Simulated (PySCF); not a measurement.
Molecule: SMILES COC[SiH2][SiH3], C2H10OSi2.

Cartesian coordinates in Å; atom numbers follow the order of the lines, from 1:
```xyz
15

C    -1.9012    1.4396   -0.1543
O    -0.9316    0.4338   -0.2621
C    -0.5920   -0.1697    0.9730
Si    0.7486   -1.4412    0.4942
Si    2.0932   -0.3926   -1.0633
H    -2.8359    1.0456    0.2652
H    -1.5503    2.2604    0.4852
H    -2.0836    1.8150   -1.1600
H    -1.4812   -0.6212    1.4317
H    -0.2229    0.5901    1.6761
H     1.3877   -1.8625    1.7525
H     0.0443   -2.6348    0.0039
H     3.2430   -1.2393   -1.4089
H     2.6613    0.8648   -0.5603
H     1.4162   -0.0799   -2.3221
```

Frames of a GFN2-xTB Langevin trajectory at 300 K; GIAO PBE0/pcSseg-1 shieldings in PySCF 2.14, gas phase, non-relativistic; equivalent atoms averaged within each frame.

Referencing at the same level of theory: TMS for 13C (186.93 ppm), 29Si (349.16 ppm), 1H (31.72 ppm); 17O (336.08 ppm) against H2O. The references are static minima.

How do the shifts (ppm) fluctuate along the trajectory?

## Answers


```tsv
time (fs)	C1	C3	O2	Si4	Si5	H11/H12	H13/H14/H15	H6/H7/H8	H9/H10
optimised geometry	65.4	63.1	15.4	-73.5	-118.7	3.99	3.40	3.53	3.32
250	69.2	62.5	20.0	-74.9	-111.2	4.41	4.26	4.20	2.85
425	62.3	59.1	0.1	-75.5	-115.1	4.56	4.11	3.28	3.35
625	70.3	62.0	15.4	-77.2	-121.8	3.90	3.89	4.43	2.98
800	61.8	56.0	4.9	-77.0	-118.2	4.02	3.24	2.92	3.30
1000	60.7	71.2	16.9	-80.4	-112.2	3.83	4.35	3.88	3.30
mean of frames	64.9	62.2	11.5	-77.0	-115.7	4.14	3.97	3.74	3.16
standard deviation	4.5	5.7	8.5	2.1	4.4	0.32	0.44	0.63	0.22
```

5 frames give an uncertainty of the mean of about the standard deviation over 2.2 at best, since frames this close in time may not be independent; classical motion lacks zero-point vibration, and the reference would need the same averaging.
